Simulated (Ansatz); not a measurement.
A made-up structure of AlNH$_{4}$Se, singlet:

```csv
atom,x (Å),y (Å),z (Å)
N1,-0.7925,0.7568,-0.8122
Al2,-0.3668,-0.4123,0.7210
Se3,2.0650,-1.2594,1.0917
H4,-1.8266,1.1551,-1.0247
H5,-0.0643,1.1221,-1.5913
H6,-1.6283,-0.8966,1.8573
H7,2.6135,-0.4658,-0.2417
```

It is relaxed with PBE-D4/def2-SVP and then PBE0-D4/def2-TZVP (Ansatz 0.2.0). Atoms count as bonded within 1.22 times the sum of their covalent radii (H–H: 0.88 Å). The end point is not checked to be a true minimum.

Q: Does its bonding change? (Judge from chemistry; the calculation decides.)

A: By the calculation: No: no bond forms or breaks.

Where it ends: The first stage lowers the energy by 1.38 eV in 7 steps. It ends as AlNH₄Se ([NH2][AlH][SeH]):
```
7
angstrom
N -0.7075 0.6757 -0.7252
Al -0.3276 -0.3682 0.6438
Se 1.8436 -1.1246 0.9748
H -1.6306 1.0314 -0.9151
H -0.0571 1.0017 -1.4207
H -1.4542 -0.8003 1.6581
H 2.3333 -0.4158 -0.2157
```

Labels in which every atom is bracketed show which atoms are joined, not bond orders.

For scale, one of the runs: PBE0-D4/def2-TZVP relaxation, 140 basis functions, launched by `ansatz run in.yaml --threads 2 --pin off --events-out ev --progress --plain --max-ram 4352MiB`. The run took about 23 s on 2 CPU threads of an Arm Neoverse V1 (shared host).
